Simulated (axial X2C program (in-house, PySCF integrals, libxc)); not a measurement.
**VBr⁺: bond constants with and without spin–orbit coupling**

Calculated with an in-house relativistic program for diatomic molecules. Spin-free means the one-electron spin-free X2C Hamiltonian; two-component (2c) means X2C with spin–orbit coupling and atomic mean-field two-electron Coulomb and Gaunt terms, so the difference of the two also holds small scalar two-electron terms. Basis: Br dyall-cv3z [8s9p6d4f1g], V dyall-cv3z [10s10p6d4f2g] (cores contracted in-house); Gaussian nuclei, density fitting, unrestricted open shells. Masses: Br 78.918 u, V 50.944 u.

State, spin-free: M_S = 3/2, Λ = 0 (beyond evenly filled blocks: σα, δ+α, δ-α); electrons by block: σα: 14, σβ: 13, π+α: 6, π+β: 6, π-α: 6, π-β: 6, δ+α: 2, δ+β: 1, δ-α: 2, δ-β: 1. Fragments: Br + V+.

State, 2c: Ω = 3/2 (⟨Sz⟩ = 1.50, ⟨Lz⟩ = 0.00 at PBE0); electrons by block: 1/2: 20, -1/2: 19, 3/2: 7, -3/2: 8, 5/2: 2, -5/2: 1. Fragments: Br + V+.

| Hamiltonian | level | Re (Å) | ωe (cm⁻¹) | De (eV) | k (mdyn/Å) | μ (D) |
| --- | --- | --- | --- | --- | --- | --- |
| spin-free | PBE0 | 2.241 | 373.3 | 3.16 | 2.54 | 8.11 |
| spin-free | HF | 2.344 | 350.6 | 2.08 | 2.24 | 11.10 |
| spin-free | MP2 | 2.288 | 360.8 | 3.06 | 2.37 | n/a |
| spin-free | CCSD | 2.286 | 362.5 | 3.03 | 2.4 | n/a |
| spin-free | CCSD(T) | 2.281 | 362.8 | 3.20 | 2.4 | n/a |
| spin-free | LDA | 2.190 | 388.3 | 4.25 | 2.75 | 6.52 |
| 2c | PBE0 | 2.242 | 372.3 | n/a | 2.53 | 8.10 |
| 2c | HF | 2.345 | 350.0 | n/a | 2.23 | 11.08 |
| 2c | MP2 | 2.289 | 360.3 | n/a | 2.37 | n/a |
| 2c | CCSD | 2.287 | 361.9 | n/a | 2.39 | n/a |
| 2c | CCSD(T) | 2.282 | 362.3 | n/a | 2.39 | n/a |
| 2c | LDA | 2.191 | 387.2 | n/a | 2.73 | 6.51 |

Correlated methods: 11 electrons correlated (number of frozen shells: Br 3 s, 2 p, 1 d; V 3 s, 2 p), 295 virtual spin orbitals or spinors in MP2, 90 natural virtuals in coupled cluster.

Dipoles are positive if V is the positive end and refer to the centre of mass.

Occupations by symmetry block were frozen at the best pattern of an incomplete PBE0 search. De is counted from the lowest determinant-based energies of the atoms at the same level, without counterpoise correction. De is not given where an atomic determinant may have missed its ground term or J level, or where the truncated virtual space spoils (T). Density functionals use the spin component along the axis (collinear). Coupled cluster ran in a truncated set of natural virtual spinors; the MP2 energy of the rest was added. (T) has no such correction and the atoms are truncated less, which lowers De at CCSD(T) by a hundredth of an eV or more. PBE0 can misorder states that lie within some tenths of an eV, so this need not be the ground state of the molecule. The nearest other spin-free determinant of the search, M_S = 3/2, Λ = 1, lies 0.31 eV up at the distance of the search. The functionals have no current-density term, which raises determinants with orbital currents, atoms included. With several unpaired electrons one determinant need not be a pure state. The outer-core s and p shells of the metal are frozen in the correlated rows, which leaves out core–valence correlation; for alkali and alkaline-earth bonds that tends to lengthen them. This is the top spin component of a Σ state; components of lower Ω are not single determinants and can lie lower. The determinant is spin-polarised beyond a pure state at some levels (its spin-free form has ⟨S²⟩ too high), which makes Re and μ there less reliable.

Rough cost a point (2c) on 1 thread(s) of a shared host, integrals apart: PBE0 1 s, HF 0.8 s, CCSD(T) 7 s, LDA 0.4 s.
